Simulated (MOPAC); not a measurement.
Input for MOPAC: PM3 on FH3Sn (SMILES [F][SnH3]), a point of a bond scan (R = 5.239 Å).

```
PM3 1SCF PRECISE CHARGE=0 THREADS=1
FH3Sn

Sn    -0.23519491 1    -0.07216408 1    -0.08673068 1
F      4.48881481 1     1.37728826 1     1.65529917 1
H      0.08984727 1    -1.18217036 1    -1.33958590 1
H     -0.96056705 1     1.37602894 1    -0.61963295 1
H     -0.99947951 1    -0.76768566 1     1.26956257 1
```

It printed:

```
*******************************************************************************
 **                                                                           **
 **                              MOPAC v23.2.5                                **
 **                                                                           **
 *******************************************************************************
 ** MOPAC's Digital Object Identifier: https://doi.org/10.5281/zenodo.6511958 **
 **                                                                           **
 ** Please cite the open-source release paper for use of this MOPAC version:  **
 ** J. E. Moussa and J. J. P. Stewart (2026)                                  **
 ** MOPAC: An open-source semiempirical molecular orbital program             **
 ** J. Open Source Softw., 11(119), 8025, https://doi.org/10.21105/joss.08025 **
 *******************************************************************************

                              PM3 CALCULATION RESULTS

 *******************************************************************************
 *  PM3        - The PM3 Hamiltonian to be used
 *
 *
 *
 *                 CHARGE ON SYSTEM = 0
 *
 *
 *
 *  PRECISE    - TIGHTER CRITERIA TO BE USED
 *  1SCF       - DO 1 SCF AND THEN STOP
 *  THREADS=1  - MULTI-THREADING NOT USED
 *  T=         - A TIME OF 172800.0 SECONDS REQUESTED
 *  DUMP=N     - RESTART FILE WRITTEN EVERY 7200.0 SECONDS REQUESTED
 *******************************************************************************
PM3 1SCF PRECISE CHARGE=0 THREADS=1
 FH3Sn

   ATOM   CHEMICAL          X               Y               Z
  NUMBER   SYMBOL      (ANGSTROMS)     (ANGSTROMS)     (ANGSTROMS)

     1      Sn         -0.23519491  *  -0.07216408  *  -0.08673068  *
     2       F          4.48881481  *   1.37728826  *   1.65529917  *
     3       H          0.08984727  *  -1.18217036  *  -1.33958590  *
     4       H         -0.96056705  *   1.37602894  *  -0.61963295  *
     5       H         -0.99947951  *  -0.76768566  *   1.26956257  *



          CARTESIAN COORDINATES

    NO.       ATOM           X           Y           Z

     1        Sn         -0.2352     -0.0722     -0.0867
     2         F          4.4888      1.3773      1.6553
     3         H          0.0898     -1.1822     -1.3396
     4         H         -0.9606      1.3760     -0.6196
     5         H         -0.9995     -0.7677      1.2696

  H: (PM3): J. J. P. STEWART, J. COMP. CHEM. 10, 209 (1989).
  F: (PM3): J. J. P. STEWART, J. COMP. CHEM. 10, 209 (1989).
 Sn: (PM3): J. J. P. STEWART, J. COMP. CHEM. 12, 320-341 (1991).

           Empirical Formula: H3 Sn F  =     5 atoms



      MOLECULAR POINT GROUP   :   C3v


      RHF CALCULATION, NO. OF DOUBLY OCCUPIED LEVELS = 7



 ALL CONVERGERS ARE NOW FORCED ON
 SHIFT=10, PULAY ON, CAMP-KING ON
 AND ITERATION COUNTER RESET



 -------------------------------------------------------------------------------
 PM3 1SCF PRECISE CHARGE=0 THREADS=1
 FH3Sn



     1SCF WAS SPECIFIED, SO BFGS WAS NOT USED
     SCF FIELD WAS ACHIEVED


                              PM3 CALCULATION
                                                       MOPAC v23.2.5 Linux




          FINAL HEAT OF FORMATION =        138.43683 KCAL/MOL =     579.21968 KJ/MOL


          COSMO AREA              =        121.27 SQUARE ANGSTROMS
          COSMO VOLUME            =         96.86 CUBIC ANGSTROMS

          IONIZATION POTENTIAL    =          8.367622 EV
          HOMO LUMO ENERGIES (EV) =         -8.368 -5.350
          NO. OF FILLED LEVELS    =          7
          MOLECULAR WEIGHT        =        140.7121         POINT GROUP:  C3v

          MOLECULAR DIMENSIONS (Angstroms)

            Atom       Atom       Distance
            H     3    F     2     5.90517
            H     4    H     5     2.85764
            H     5    F     2     2.37623


          SCF CALCULATIONS        =          1





   ATOM   CHEMICAL          X               Y               Z
  NUMBER   SYMBOL      (ANGSTROMS)     (ANGSTROMS)     (ANGSTROMS)

     1      Sn         -0.23519491  *  -0.07216408  *  -0.08673068  *
     2       F          4.48881481  *   1.37728826  *   1.65529917  *
     3       H          0.08984727  *  -1.18217036  *  -1.33958590  *
     4       H         -0.96056705  *   1.37602894  *  -0.61963295  *
     5       H         -0.99947951  *  -0.76768566  *   1.26956257  *

                             CARTESIAN COORDINATES

   1   Sn       -0.235194910    -0.072164080    -0.086730680
   2    F        4.488814810     1.377288260     1.655299170
   3    H        0.089847270    -1.182170360    -1.339585900
   4    H       -0.960567050     1.376028940    -0.619632950
   5    H       -0.999479510    -0.767685660     1.269562570


           Empirical Formula: H3 Sn F  =     5 atoms



      MOLECULAR POINT GROUP   :   C3v


                  EIGENVALUES
 -17.92254 -15.59439 -14.16803 -14.16802 -11.32138 -11.32138  -8.36762  -5.35033
  -2.00423  -0.59383  -0.59382


              NET ATOMIC CHARGES AND DIPOLE CONTRIBUTIONS

  ATOM NO.   TYPE          CHARGE      No. of ELECS.   s-Pop       p-Pop
    1         Sn           0.626266        3.3737     1.17868     2.19506
    2          F          -0.451298        7.4513     1.99994     5.45136
    3          H          -0.058329        1.0583     1.05833
    4          H          -0.058320        1.0583     1.05832
    5          H          -0.058320        1.0583     1.05832
 DIPOLE           X         Y         Z       TOTAL
 POINT-CHG.    -9.914    -3.042    -3.656    10.996
 HYBRID         0.038     0.011     0.014     0.042
 SUM           -9.876    -3.030    -3.642    10.954


          ATOMIC ORBITAL ELECTRON POPULATIONS

     Atom    s        px        py        pz
    1 Sn   1.17868   0.54334   0.83254   0.81918
    2  F   1.99994   1.56035   1.95540   1.93562
    3  H   1.05833
    4  H   1.05832
    5  H   1.05832

 **********************
 *                    *
 * JOB ENDED NORMALLY *
 *                    *
 **********************




 == MOPAC DONE ==
```

The run finished.

Cost: very roughly 0.09 core-seconds.
